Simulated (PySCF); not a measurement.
H₃BClN, singlet, at a GFN2-xTB geometry; CCSD/aug-cc-pVDZ in PySCF.

Input for PySCF:
```python
from pyscf import gto, scf, cc

mol = gto.Mole()
mol.atom = '''
    B    -0.742075   -0.145454    0.168473
    H    -1.484232   -0.773562    0.818494
    Cl    0.957186   -0.371893    0.340916
    N    -1.191549    0.786020   -0.746715
    H    -2.163621    0.981850   -0.911504
    H    -0.573090    1.339033   -1.317921
'''
mol.basis = 'aug-cc-pvdz'
mol.charge = 0
mol.spin = 0
mol.verbose = 4
mol.max_memory = 1800
mol.build()

mf = scf.RHF(mol)
mf.kernel()

mycc = cc.CCSD(mf, frozen=7)
mycc.kernel()
print('E(CCSD) = %.10f' % mycc.e_tot)
```

The log (banner, timings and long lists left out):

```
PySCF version 2.14.0

[INPUT] verbose = 4
[INPUT] num. atoms = 6
[INPUT] num. electrons = 32
[INPUT] charge = 0
[INPUT] spin (= nelec alpha-beta = 2S) = 0
[INPUT] symmetry False subgroup None
[INPUT] Mole.unit = angstrom
[INPUT] Symbol           X                Y                Z      unit          X                Y                Z       unit  Magmom
[INPUT]  1 B     -0.742075000000  -0.145454000000   0.168473000000 AA   -1.402318513887  -0.274868223722   0.318367829384 Bohr   0.0
[INPUT]  2 H     -1.484232000000  -0.773562000000   0.818494000000 AA   -2.804791985315  -1.461820320371   1.546729494600 Bohr   0.0
[INPUT]  3 Cl     0.957186000000  -0.371893000000   0.340916000000 AA    1.808819390268  -0.702775917643   0.644237871482 Bohr   0.0
[INPUT]  4 N     -1.191549000000   0.786020000000  -0.746715000000 AA   -2.251701273999   1.485362528431  -1.411086843105 Bohr   0.0
[INPUT]  5 H     -2.163621000000   0.981850000000  -0.911504000000 AA   -4.088651127358   1.855427595404  -1.722492921446 Bohr   0.0
[INPUT]  6 H     -0.573090000000   1.339033000000  -1.317921000000 AA   -1.082983144727   2.530405641755  -2.490509743813 Bohr   0.0

nuclear repulsion = 86.7973321153473
number of shells = 39
number of NR pGTOs = 153
number of NR cGTOs = 100
basis = aug-cc-pvdz
ecp = {}

******** <class 'pyscf.scf.hf.RHF'> ********
method = RHF
initial guess = minao
damping factor = 0
level_shift factor = 0
DIIS = <class 'pyscf.scf.diis.CDIIS'>
diis_start_cycle = 1
diis_space = 8
diis_damp = 0
SCF conv_tol = 1e-09
SCF conv_tol_grad = None
SCF max_cycles = 50
direct_scf = True
direct_scf_tol = 1e-13
Set gradient conv threshold to 3.16228e-05
Initial guess from minao.
init E= -540.882614832388
  HOMO = -0.331595886551039  LUMO = 0.0329621219892506  gap/eV = 9.92013
cycle= 1 E= -540.450923408167  delta_E= 0.432  |g|= 0.31  |ddm|= 2.28
  HOMO = -0.424878270862225  LUMO = 0.0286106622739055  gap/eV = 12.34006
cycle= 2 E= -540.483387759888  delta_E= -0.0325  |g|= 0.0981  |ddm|= 0.413
  HOMO = -0.430493669904231  LUMO = 0.0330051029276817  gap/eV = 12.61244
cycle= 3 E= -540.486487932429  delta_E= -0.0031  |g|= 0.0324  |ddm|= 0.158
  HOMO = -0.427713395742672  LUMO = 0.0337968931476516  gap/eV = 12.55833
cycle= 4 E= -540.486905795053  delta_E= -0.000418  |g|= 0.00556  |ddm|= 0.0539
  HOMO = -0.42793065302093  LUMO = 0.0335392849550677  gap/eV = 12.55724
cycle= 5 E= -540.48692224666  delta_E= -1.65e-05  |g|= 0.00185  |ddm|= 0.0102
  HOMO = -0.427819823673396  LUMO = 0.0335728750261803  gap/eV = 12.55513
cycle= 6 E= -540.486924106828  delta_E= -1.86e-06  |g|= 0.000722  |ddm|= 0.00289
  HOMO = -0.427954552060346  LUMO = 0.0335690452882673  gap/eV = 12.55870
cycle= 7 E= -540.486924395329  delta_E= -2.89e-07  |g|= 0.000188  |ddm|= 0.00128
  HOMO = -0.427913616666243  LUMO = 0.0335716358233751  gap/eV = 12.55765
cycle= 8 E= -540.486924418715  delta_E= -2.34e-08  |g|= 4.14e-05  |ddm|= 0.000375
  HOMO = -0.42792480067995  LUMO = 0.03357136754  gap/eV = 12.55795
cycle= 9 E= -540.486924419878  delta_E= -1.16e-09  |g|= 1.03e-05  |ddm|= 8.16e-05
  HOMO = -0.427924283181981  LUMO = 0.0335714117415691  gap/eV = 12.55794
cycle= 10 E= -540.486924419958  delta_E= -7.98e-11  |g|= 2.59e-06  |ddm|= 2.28e-05
  HOMO = -0.42792461584314  LUMO = 0.033571308502033  gap/eV = 12.55794
Extra cycle  E= -540.486924419962  delta_E= -3.87e-12  |g|= 1.11e-06  |ddm|= 3.87e-06
converged SCF energy = -540.486924419962

******** <class 'pyscf.cc.ccsd.CCSD'> ********
CC2 = 0
CCSD nocc = 9, nmo = 93
frozen orbitals 7
max_cycle = 50
direct = 0
conv_tol = 1e-07
conv_tol_normt = 1e-05
diis_space = 6
diis_start_cycle = 0
diis_start_energy_diff = 1e+09
Init t2, MP2 energy = -540.901687200387  E_corr(MP2) -0.414762780425258
Init E_corr(CCSD) = -0.414762780425967
cycle = 1  E_corr(CCSD) = -0.43416367444282  dE = -0.019400894  norm(t1,t2) = 0.0476934
cycle = 2  E_corr(CCSD) = -0.442631048427139  dE = -0.00846737398  norm(t1,t2) = 0.0142185
cycle = 3  E_corr(CCSD) = -0.444331922502429  dE = -0.00170087408  norm(t1,t2) = 0.00726998
cycle = 4  E_corr(CCSD) = -0.44551397673336  dE = -0.00118205423  norm(t1,t2) = 0.00278933
cycle = 5  E_corr(CCSD) = -0.445387461329144  dE = 0.000126515404  norm(t1,t2) = 0.000983842
cycle = 6  E_corr(CCSD) = -0.445363303093384  dE = 2.41582358e-05  norm(t1,t2) = 0.000228733
cycle = 7  E_corr(CCSD) = -0.445368512942924  dE = -5.20984954e-06  norm(t1,t2) = 9.37691e-05
cycle = 8  E_corr(CCSD) = -0.445370894328326  dE = -2.3813854e-06  norm(t1,t2) = 3.12788e-05
cycle = 9  E_corr(CCSD) = -0.445370301491902  dE = 5.92836425e-07  norm(t1,t2) = 1.22404e-05
cycle = 10  E_corr(CCSD) = -0.445370222531958  dE = 7.89599438e-08  norm(t1,t2) = 5.18046e-06
CCSD converged
E(CCSD) = -540.9322946424941  E_corr = -0.4453702225319579
E(CCSD) = -540.9322946425
```
